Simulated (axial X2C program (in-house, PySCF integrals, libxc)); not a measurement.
ScH⁺: from the spin-free to the two-component result

Calculated with an in-house all-electron X2C program for linear molecules (integrals from PySCF). Spin-free means the one-electron spin-free X2C Hamiltonian; two-component (2c) means X2C with spin–orbit coupling and atomic mean-field two-electron Coulomb and Gaunt terms, so the difference of the two also holds small scalar two-electron terms. Basis: Sc dyall-cv3z [10s11p7d5f2g], H dyall-v3z [6s2p1d] (cores contracted in-house); Gaussian nuclei, density fitting, unrestricted open shells. Masses: Sc 44.956 u, H 1.008 u.

Spin-free state: M_S = 1/2, Λ = 2 (beyond evenly filled blocks: δ+α); fragments Sc+ + H.

| level | Re (Å) | ωe (cm⁻¹) | De (eV) | μ (D) |
| --- | --- | --- | --- | --- |
| PBE0 | 1.777 | 1673.8 | 2.375 | -3.90 |
| HF | 1.831 | 1653.8 | 1.353 | -5.15 |
| MP2 | 1.785 | 1692.7 | 2.194 | n/a |
| CCSD | 1.803 | 1644.5 | 2.390 | n/a |
| CCSD(T) | 1.801 | 1640.0 | 2.416 | n/a |
| BHandHLYP | 1.785 | 1689.6 | 2.375 | -4.26 |

Correlated methods: 11 electrons correlated (number of frozen shells: Sc 2 s, 1 p; H none), 235 virtual spin orbitals or spinors in MP2, 90 natural virtuals in coupled cluster.

Dipoles are positive if H is the positive end and refer to the centre of mass.

Question: Within this multiplet, which Ω should lie lowest by the rule for regular and inverted multiplets?

Answer: The open δ shell holds one electron, so the multiplet is regular: Ω = Λ − 1/2 = 3/2. The PBE0 2c search agrees, though Ω = 5/2 of the search lies only 0.02 eV higher.

Two-component determinant lowest at the distance of the search:

Ω = 3/2 (⟨Sz⟩ = -0.50, ⟨Lz⟩ = 2.00 at HF); fragments Sc+ + H.

```
    level  Re (Å)  ωe (cm⁻¹)  μ (D)
     PBE0   1.777     1673.7  -3.89
       HF   1.831     1653.6  -5.15
      MP2   1.785     1692.6    n/a
     CCSD   1.803     1644.3    n/a
  CCSD(T)   1.801     1639.9    n/a
BHandHLYP   1.785     1689.5  -4.25
```

Question: From the two tables, how do the constants change at the CCSD(T) level (2c against spin-free)?

Answer: At the CCSD(T) level Re is unchanged within 0.001 Å and ωe doesn't move by more than 0.2 cm⁻¹.

Occupations by symmetry block were frozen at the best pattern of an incomplete PBE0 search. Dissociation energies refer to the lowest single-determinant-based atoms at the same level and basis. De is not given where an atomic determinant may have missed its ground term or J level, or where the truncated virtual space spoils (T). Density functionals use the spin component along the axis (collinear). Coupled cluster ran in a truncated set of natural virtual spinors; the MP2 energy of the rest was added. (T) has no such correction and the atoms are truncated less, which lowers De at CCSD(T) by a hundredth of an eV or more. Other states lie close and PBE0, whose exact exchange favours high spin, may order them wrongly; the determinant shown need not be the ground state. The nearest other spin-free determinant of the search, M_S = 1/2, Λ = 1, lies 0.09 eV up at the distance of the search. The functionals have no current-density term, which raises determinants with orbital currents, atoms included.
